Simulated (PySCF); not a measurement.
**Radial density of P (phosphorus, neutral)**

UHF, [Ne] 3s1 3p4, 3s spin antiparallel (an excited configuration). Calculation: PySCF 2.14, in aug-cc-pwCVTZ; no relativity, point nucleus.

| r (bohr) | 4πr²ρ (e/bohr) | 4πr²(ρα − ρβ) |
| --- | --- | --- |
| 0.00136 | 0.04891 | -0.0002 |
| 0.00229 | 0.1344 | -0.0004 |
| 0.00386 | 0.3631 | -0.0012 |
| 0.00649 | 0.9490 | -0.0030 |
| 0.0109 | 2.353 | -0.0074 |
| 0.0184 | 5.329 | -0.0165 |
| 0.0309 | 10.39 | -0.0303 |
| 0.0519 | 15.82 | -0.0370 |
| 0.0873 | 16.38 | -0.0035 |
| 0.147 | 11.58 | 0.0720 |
| 0.247 | 12.83 | 0.0635 |
| 0.416 | 15.66 | -0.0227 |
| 0.699 | 6.771 | -0.0029 |
| 1.18 | 2.066 | -0.0326 |
| 1.98 | 2.339 | 0.3415 |
| 3.33 | 0.7921 | 0.3186 |
| 5.60 | 0.05886 | 0.0366 |
| 9.41 | 0.0003920 | 0.0003 |

With the s spin flipped the determinant is a mixture of two multiplicities, not a spectroscopic state.
